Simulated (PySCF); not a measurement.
Compound: C2H3BBrN.
SMILES: `C#CB(N)Br`

Method: PBE0-D3(BJ)/def2-SVP geometry optimisation, gas phase (PySCF).

Masses are those of the commonest isotopes; rigid-rotor values at the optimised geometry. 

**Question.** Give the principal moments of inertia and the rotational constants in MHz.

**Answer.** Ia = 91.95, Ib = 266.25, Ic = 358.20 u·Å²; 505379 MHz·u·Å²/I gives A = 5496, B = 1898, C = 1411 MHz.

**Question.** What kind of rotor is it?

**Answer.** An asymmetric top; Ray's κ = -0.761.

**Question.** What does the inertial defect say?

**Answer.** Planar: Δ = Ic − Ia − Ib = 0.00 u·Å². For a rigid frame Δ = −2 Σ m c², so it vanishes when all atoms lie in the ab plane; here none is more than 0.01 Å from it.

**Question.** Give the coordinates in the principal-axis frame, origin at the centre of mass.

**Answer.** The sense of each axis is arbitrary; atoms in the order of the calculation.
| atom | mass (u) | a (Å) | b (Å) | c (Å) |
| --- | --- | --- | --- | --- |
| C1 | 12.000 | 2.922 | 1.055 | 0.000 |
| C2 | 12.000 | 1.942 | 0.335 | -0.001 |
| B3 | 11.009 | 0.706 | -0.563 | 0.000 |
| N4 | 14.003 | 0.796 | -1.949 | 0.000 |
| Br5 | 78.918 | -1.049 | 0.255 | 0.000 |
| H6 | 1.008 | 3.783 | 1.700 | 0.002 |
| H7 | 1.008 | 1.687 | -2.429 | 0.003 |
| H8 | 1.008 | -0.016 | -2.552 | 0.003 |

**Question.** Which lines would a microwave search look for?

**Answer.** The dipole components are |μa| = 1.67 D, |μb| = 2.24 D, |μc| = 0.00 D; the mirror of this Cs structure is the ab plane, so μc vanishes by symmetry (the 0.01 D computed is a residue) and there are no c-type lines. Intensities carry the squares of the components, which stand as 0.55 : 1.00 (a : b). Some of the stronger lines:

```
type  branch         J(Ka,Kc)    MHz  lower level (cm⁻¹)
   a       Q  3(1,2) ← 3(1,3)   2921               0.741
   b       Q  1(1,0) ← 1(0,1)   4086               0.110
   a       R  3(0,3) ← 2(0,2)   9745               0.330
   a       R  3(2,1) ← 2(2,0)  10109               0.845
   b       Q  2(2,0) ← 2(1,1)  10841               0.484
   b       R  3(1,3) ← 2(0,2)  12326               0.330
   b       R  2(2,1) ← 1(1,0)  17900               0.247
   b       R  2(2,0) ← 1(1,1)  18434               0.230
   b       Q  3(3,0) ← 3(2,1)  19012               1.182
   b       Q  3(3,1) ← 3(2,2)  19237               1.175
   b       R  3(2,2) ← 2(1,1)  20722               0.484
   b       R  3(2,1) ← 2(1,2)  22412               0.435
```

**Question.** Estimate the classical rotational partition function at 50 K, 298.15 K and 500 K.

**Answer.** Point group Cs, symmetry number σ = 1; q = (√π/σ)·√((kT/h)³/(ABC)), k/h = 20836.6 MHz/K: 15500 at 50 K, 226000 at 298.15 K, 491000 at 500 K.

No PBE0-D3(BJ)/def2-SVP frequencies stand behind this structure, so it isn't proved a minimum. Constants of a rigid frame at the computed geometry: no zero-point averaging, no centrifugal distortion. Quadrupole hyperfine structure (11B, 14N, 79Br) is left out.

On one thread of an Arm Neoverse V1, no GPU, shared host with 32 logical CPUs at a one-minute load of 30, this took 29 s and 0.41 GiB of memory at its peak. That covers the optimisation of the geometry.

Conformer computed: `[CH:1]#[C:2][B:3]([NH2:4])[Br:5]`: H–N4–B3–C2 0°, H–N4–B3–C2 180°.
